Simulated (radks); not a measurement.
Q: Sm2+, configuration [Xe] 4f6. Calculated with a radial shooting solver on a logarithmic mesh with Libxc functionals: scalar-relativistic Kohn-Sham, r2SCAN, spin-polarised, spherical densities, finite nucleus; open shells are filled with parallel spins first (spin-orbit coupling, left out, can overturn this in heavy ions); meta-GGA in the generalised Kohn-Sham scheme; Fermi nuclear charge, rms radius 5.0819 fm. Some entries of the table are withheld. Estimate them.

orbital  occ.  eigenvalue (eV)  r(max) (bohr)  <1/r> (bohr^-1)
1s up       1        -46757.45        0.01449            68.81
1s down     1        -46757.44        0.01449            68.81
2s down     1        -7671.523        0.08211            15.95
2s up       1        -7671.497        0.08211            15.95
2p down     3        -6841.322        0.06636            14.95
2p up       3        -6841.312        0.06636            14.95
3s up       1        -1698.893         0.2334            5.843
3s down     1        -1696.550         0.2333            5.848
3p up       3        -1437.953         0.2289            5.500
3p down     3        -1435.605         0.2287            5.506
3d up       5        -1084.535         0.1880            5.211
3d down     5        -1082.701         0.1879            5.217
4s up       1        -353.5621         0.5398            2.439
4s down     1        -347.4895         0.5394            2.440
4p up       3        -267.4432         0.5633            2.246
4p down     3        -261.2896         0.5627            2.247
4d up       5        -146.1717         0.5882              (1)
4d down     5        -139.9048         0.5874              (2)
5s up       1         -58.9520          1.258           0.9428
5s down     1         -55.6515          1.277           0.9143
5p up       3         -38.0316          1.424           0.8005
5p down     3         -35.6526          1.453           0.7725
4f up       6              (3)         0.6139            1.382
4f down     0              (4)         0.6174            1.317

A: 
(1) 4d up <1/r> (bohr^-1): 1.970
(2) 4d down <1/r> (bohr^-1): 1.969
(3) 4f up eigenvalue (eV): -17.0111
(4) 4f down eigenvalue (eV): -11.4734
